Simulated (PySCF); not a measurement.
CH₈GeSi, SMILES [SiH3][CH2][GeH3].

The structure is a stationary point at B3LYP-D3(BJ)/def2-SVP.

Level of theory: CAM-B3LYP/def2-TZVP (PySCF).

Symmetry labels are those of the subgroup Cs that the program uses (full group Cs).

**Question.** List the valence orbital energies around the gap with their symmetry. (The exact figures need the calculation; the answer reports its results.)

**Answer.** 
| orbital | symmetry | energy (eV) |
|---|---|---|
| HOMO−7 | A' | -16.13 |
| HOMO−6 | A" | -13.46 |
| HOMO−5 | A' | -11.97 |
| HOMO−4 | A' | -11.12 |
| HOMO−3 | A" | -10.92 |
| HOMO−2 | A" | -10.77 |
| HOMO−1 | A' | -10.42 |
| HOMO | A' | -9.92 |
| LUMO | A' | 1.19 |
| LUMO+1 | A' | 1.81 |
| LUMO+2 | A' | 2.28 |
| LUMO+3 | A" | 2.43 |
